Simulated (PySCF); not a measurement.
The dipole of `C[Se]C1=CC=C(C)C=C1` from its density and from atomic charges.

Coordinates (PBE0-D3(BJ)/def2-SVP, Å) and charges (e) from the PBE0/pcSseg-1 density (PySCF):

| atom | x | y | z | Mulliken | IAO | Hirshfeld | ESP-fitted |
| --- | --- | --- | --- | --- | --- | --- | --- |
| C1 | 3.769 | -0.602 | 0.073 | -0.3832 | -0.5403 | -0.1322 | -0.5023 |
| Se2 | 2.906 | 1.044 | -0.463 | +0.0279 | +0.2162 | +0.0552 | -0.0597 |
| C3 | 1.082 | 0.572 | -0.198 | -0.2919 | -0.1380 | -0.0389 | -0.2215 |
| C4 | 0.116 | 1.519 | -0.563 | -0.0011 | -0.1583 | -0.0638 | -0.0605 |
| C5 | -1.236 | 1.249 | -0.391 | -0.0404 | -0.1514 | -0.0517 | -0.4321 |
| C6 | -1.676 | 0.031 | 0.143 | -0.3099 | +0.0043 | +0.0027 | +0.5713 |
| C7 | -3.139 | -0.269 | 0.293 | -0.1440 | -0.4169 | -0.1138 | -0.6002 |
| C8 | -0.702 | -0.903 | 0.506 | -0.0188 | -0.1509 | -0.0533 | -0.6346 |
| C9 | 0.659 | -0.645 | 0.342 | -0.0217 | -0.1675 | -0.0655 | +0.2427 |
| H10 | 3.593 | -0.817 | 1.135 | +0.1591 | +0.1551 | +0.0446 | +0.1598 |
| H11 | 3.435 | -1.442 | -0.551 | +0.1592 | +0.1565 | +0.0450 | +0.1592 |
| H12 | 4.844 | -0.442 | -0.086 | +0.1591 | +0.1669 | +0.0519 | +0.2300 |
| H13 | 0.424 | 2.480 | -0.985 | +0.0884 | +0.1492 | +0.0453 | +0.1821 |
| H14 | -1.971 | 2.007 | -0.680 | +0.0762 | +0.1455 | +0.0487 | +0.1886 |
| H15 | -3.544 | -0.740 | -0.619 | +0.1393 | +0.1511 | +0.0450 | +0.1591 |
| H16 | -3.325 | -0.962 | 1.128 | +0.1217 | +0.1451 | +0.0452 | +0.1599 |
| H17 | -3.722 | 0.645 | 0.473 | +0.1223 | +0.1454 | +0.0454 | +0.1470 |
| H18 | -1.010 | -1.862 | 0.932 | +0.0721 | +0.1440 | +0.0474 | +0.2238 |
| H19 | 1.381 | -1.405 | 0.645 | +0.0857 | +0.1440 | +0.0430 | +0.0873 |

Task: Compute μ = Σ q r for each scheme (1 e·Å = 4.803 D) and compare with the dipole of the full density.

Result: The full density gives (-0.30, -1.27, 0.40) D, 1.36 D in size; dipole vectors point from the negative to the positive end.

```
    scheme     μx     μy     μz  size (D)  share of the full size (%)  angle to the full dipole (°)
  Mulliken  -0.91  -1.70   0.49      1.99                         146                            15
       IAO   0.40   0.03  -0.11      0.41                          30                           111
 Hirshfeld   0.22  -0.17   0.03      0.28                          21                            64
ESP-fitted  -0.26  -1.30   0.42      1.39                         102                             2
```

Task: Which set comes closest?

Result: Length of the difference vector: ESP-fitted 0.05 D, Mulliken 0.76 D, Hirshfeld 1.27 D, IAO 1.56 D. Closest: ESP-fitted. ESP charges are fitted to the potential around the molecule, whose slowest-falling term is the dipole's. 

Task: What is left for the Hirshfeld atoms' own dipoles?

Result: The Hirshfeld atoms' densities add up to the full density, so μ = Σ q r + Σ (atomic dipoles). The atomic dipoles sum to (-0.30, -1.27, 0.40) − (0.22, -0.17, 0.03) = (-0.52, -1.10, 0.37) D, 1.27 D in size.

Task: With the origin at the mean of the coordinates, (0.099, -0.028, 0.060) Å, which are the largest single terms, by size, of the IAO dipole along the direction of the full one?

Result: C7 -1.99, H13 -1.94, Se2 -1.83, H18 +1.52, H16 +1.34 D; all 19 atoms together -0.15 D. The single terms depend on the origin, their sum doesn't.

Task: Give the size of the full dipole in other units.

Result: 1.36 D = 0.536 au = 0.284 e·Å = 4.55 × 10⁻³⁰ C·m.

One conformer (not necessarily the lowest) at the PBE0-D3(BJ)/def2-SVP geometry, without solvent, vibrations or thermal averaging. The calculation is non-relativistic, for selenium too.

These values come from a run that also computed NMR shieldings. The run took 52 s on Arm Neoverse V1, one thread, on a shared host.

Conformer computed: `[CH3:1][Se:2][c:3]1[cH:4][cH:5][c:6]([CH3:7])[cH:8][cH:9]1`: C1–Se2–C3–C4 -176°.
